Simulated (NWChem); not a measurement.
System: GeSi2H6, singlet; SMILES [SiH3][Ge][SiH3]

Output (shortened):

```
             Northwest Computational Chemistry Package (NWChem) 7.3.0
             --------------------------------------------------------

                             Geometry "geometry" -> ""
                             -------------------------

 Output coordinates in angstroms (scale by  1.889725989 to convert to a.u.)

  No.       Tag          Charge          X              Y              Z
 ---- ---------------- ---------- -------------- -------------- --------------
    1 Ge                  32.0000     0.90190100    -0.01355100    -0.55266100
    2 Si                  14.0000    -0.74690700    -1.71374900     0.06913300
    3 H                    1.0000    -0.47254600    -3.06724700    -0.50895500
    4 H                    1.0000    -2.18566500    -1.37338600    -0.17949400
    5 H                    1.0000    -0.54906400    -1.80385900     1.55876800
    6 Si                  14.0000    -0.76533000     1.71045200    -0.05970000
    7 H                    1.0000    -1.76222500     1.38876400     1.01291700
    8 H                    1.0000    -1.51071300     1.80212000    -1.36429400
    9 H                    1.0000    -0.17996300     3.05860100     0.22553300

 Effective nuclear repulsion energy (a.u.)     298.1383399238

  pbe96 is a nonlocal functional; adding pw91lda local functional.
                              NWChem Property Module
                              ----------------------

  itol2e modified to match energy
  convergence criterion.

                                 NWChem DFT Module
                                 -----------------

 Summary of "ao basis" -> "ao basis" (spherical)
 ------------------------------------------------------------------------------
       Tag                 Description            Shells   Functions and Types
 ---------------- ------------------------------  ------  ---------------------
 Ge                         def2-svp                12       32   5s4p3d
 Si                         def2-svp                 8       18   4s3p1d
 H                          def2-svp                 3        5   2s1p

  itol2e modified to match energy
  convergence criterion.

            General Information
            -------------------
          SCF calculation type: DFT
          Wavefunction type:  closed shell.
          No. of atoms     :     9
          No. of electrons :    66
           Alpha electrons :    33
            Beta electrons :    33
          Charge           :     0
          Spin multiplicity:     1
          Use of symmetry is: off; symmetry adaption is: off
          Maximum number of iterations: 150
          AO basis - number of functions:    98
                     number of shells:    46
          Convergence on energy requested:  1.00D-07
          Convergence on density requested:  1.00D-05
          Convergence on gradient requested:  5.00D-04

              XC Information
              --------------
          PerdewBurkeErnzerhof Exchange Functional  1.000
            Perdew 1991 LDA Correlation Functional  1.000 local
           PerdewBurkeErnz. Correlation Functional  1.000 non-local

             Grid Information
             ----------------
          Grid used for XC integration:  fine
          Radial quadrature: Mura-Knowles
          Angular quadrature: Lebedev.
          Tag              B.-S. Rad. Rad. Pts. Rad. Cut. Ang. Pts.
          ---              ---------- --------- --------- ---------
          Ge                  1.25      140          10.0       974
          Si                  1.10      123          12.0       770
          H                   0.35       60          14.0       590
          Grid pruning is: on
          Number of quadrature shells:   746
          Spatial weights used:  Erf1

      Superposition of Atomic Density Guess
      -------------------------------------

 Sum of atomic energies:       -2655.51625309

      Non-variational initial energy
      ------------------------------

[...]

          -----------------------
          Electric field gradient
          -----------------------

 1 a.u. = 0.324123 10**(16) esu/cm**3  ( or statvolts/cm**2 ) = 0.97174 10**(22) v/m**2

 ------------------------------------------------------------
   Atom      X         Y         Z
 ------------------------------------------------------------
    1 Ge   1.70435  -0.02561  -1.04438
 ------------------------------------------------------------

 Electric field gradient in molecular frame (a.u.)
         XX             YY             ZZ             XY             XZ             YZ
 ------------------------------------------------------------------------------------------
        2.006349       1.930054      -3.936403       0.083027      -2.247446       0.268054

 Principal components (a.u.) and orientation
 of principal axis w.r.t. absolute frame                      Asymmetry parameter eta
 --------------------------------------------------------------------------------------
       -4.702493       2.760625       1.941868                       0.174111

        0.317834       0.947913       0.021045
       -0.042260      -0.008011       0.999075
        0.947204      -0.318429       0.037512

 ------------------------------------------------------------
   Atom      X         Y         Z
 ------------------------------------------------------------
    2 Si  -1.41145  -3.23852   0.13064
 ------------------------------------------------------------

 Electric field gradient in molecular frame (a.u.)
         XX             YY             ZZ             XY             XZ             YZ
 ------------------------------------------------------------------------------------------
        0.026416       0.021969      -0.048385       0.017079      -0.005906       0.002562

 Principal components (a.u.) and orientation
 of principal axis w.r.t. absolute frame                      Asymmetry parameter eta
 --------------------------------------------------------------------------------------
       -0.049074       0.041501       0.007573                       0.691375

        0.090837       0.754432      -0.650062
       -0.057685       0.655651       0.752858
        0.994194      -0.030889       0.103077

 ------------------------------------------------------------
   Atom      X         Y         Z
 ------------------------------------------------------------
    3 H   -0.89298  -5.79626  -0.96179
 ------------------------------------------------------------

 Electric field gradient in molecular frame (a.u.)
         XX             YY             ZZ             XY             XZ             YZ
 ------------------------------------------------------------------------------------------
        0.065390      -0.105219       0.039829       0.038508       0.014625      -0.078003

 Principal components (a.u.) and orientation
 of principal axis w.r.t. absolute frame                      Asymmetry parameter eta
 --------------------------------------------------------------------------------------
       -0.147169       0.075535       0.071633                       0.026511

       -0.190054      -0.652157       0.733874
        0.900733      -0.413209      -0.133932
        0.390588       0.635570       0.665952

 ------------------------------------------------------------
   Atom      X         Y         Z
 ------------------------------------------------------------
    4 H   -4.13031  -2.59532  -0.33919
 ------------------------------------------------------------

 Electric field gradient in molecular frame (a.u.)
         XX             YY             ZZ             XY             XZ             YZ
 ------------------------------------------------------------------------------------------
       -0.127145       0.060987       0.066158       0.049747      -0.036085       0.007344

 Principal components (a.u.) and orientation
 of principal axis w.r.t. absolute frame                      Asymmetry parameter eta
 --------------------------------------------------------------------------------------
       -0.145874       0.074526       0.071348                       0.021789

        0.956567       0.291085       0.015796
       -0.236110       0.741849       0.627624
        0.170973      -0.604094       0.778356

 ------------------------------------------------------------
   Atom      X         Y         Z
 ------------------------------------------------------------
    5 H   -1.03758  -3.40880   2.94564
 ------------------------------------------------------------

 Electric field gradient in molecular frame (a.u.)
         XX             YY             ZZ             XY             XZ             YZ
 ------------------------------------------------------------------------------------------
        0.067112       0.071469      -0.138581       0.002403      -0.030270       0.010232

 Principal components (a.u.) and orientation
 of principal axis w.r.t. absolute frame                      Asymmetry parameter eta
 --------------------------------------------------------------------------------------
       -0.143453       0.072679       0.070774                       0.013280

        0.142669       0.605387       0.783040
       -0.048660       0.794466      -0.605356
        0.988574      -0.048263      -0.142804

 ------------------------------------------------------------
   Atom      X         Y         Z
 ------------------------------------------------------------
    6 Si  -1.44626   3.23229  -0.11282
 ------------------------------------------------------------

 Electric field gradient in molecular frame (a.u.)
         XX             YY             ZZ             XY             XZ             YZ
 ------------------------------------------------------------------------------------------
        0.004212       0.022331      -0.026544      -0.012145      -0.034016       0.012514

[...]
```

Level: PBE/def2-SVP. Low-valent species are run as closed-shell singlets; no triplet was tried in these runs. The geometry was optimised at PBE0/def2-SVP. NWChem prints the field gradient with the sign opposite to the second derivative of the potential.

Q: Reconstruct the input file.

A: One answer among several that fit: the input that was run:
```
start job
memory heap 200 mb stack 900 mb global 1100 mb
geometry units angstroms noautosym nocenter noautoz
  Ge     0.901901    -0.013551    -0.552661
  Si    -0.746907    -1.713749     0.069133
  H     -0.472546    -3.067247    -0.508955
  H     -2.185665    -1.373386    -0.179494
  H     -0.549064    -1.803859     1.558768
  Si    -0.765330     1.710452    -0.059700
  H     -1.762225     1.388764     1.012917
  H     -1.510713     1.802120    -1.364294
  H     -0.179963     3.058601     0.225533
end
basis spherical
  Ge library def2-svp
  Si library def2-svp
  H library def2-svp
end
dft
  xc xpbe96 cpbe96
  iterations 150
end
property
  efieldgrad
end
task dft property
```
